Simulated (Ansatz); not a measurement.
Pulling on the Si3–H4 bond in CdH4Si (SMILES [SiH3][CdH]) (multiplicity 1 held, fragments rigid). Energies count from the point at 1.487 Å.
Geometry at that point (charge 0, multiplicity 1):
```xyz
6

Cd    -0.56643    -0.31054    -0.07978
H     -2.04530    -1.12132    -0.28806
Si     1.63488     0.89631     0.23025
H      2.24914     0.59380     1.54999
H      1.47089     2.37203     0.15366
H      2.62571     0.51316    -0.80993
```

R- and RO- levels are restricted; in cc, def2 and unpolarised 6-31G sets they are followed outwards from rest. U- levels take the lowest unrestricted solution at each point, which mixes spins at long bonds. Levels need not reach the same state.

Run with Ansatz (Gaussian orbitals).  In def2 rows elements past Kr take small-core potentials, without spin–orbit coupling.

Question: One of these levels gives 6.865 eV for the energy at R = 4.758 Å. Name it.
A. U-HF/def2-TZVPP
B. R-HF/def2-TZVPP
C. U-PBE/def2-TZVPP
D. R-PBE/def2-TZVPP

Answer: B, R-HF/def2-TZVPP. The others give 3.053 (U-HF/def2-TZVPP), 4.856 (R-PBE/def2-TZVPP), 3.726 (U-PBE/def2-TZVPP)

Doubts at one or more of the structures used: a restricted determinant that unrestricted orbitals would lower (R-HF/def2-TZVPP, R-PBE/def2-TZVPP); a spin-contaminated determinant (U-HF/def2-TZVPP, U-PBE/def2-TZVPP).

Ansatz is an electronic-structure program.
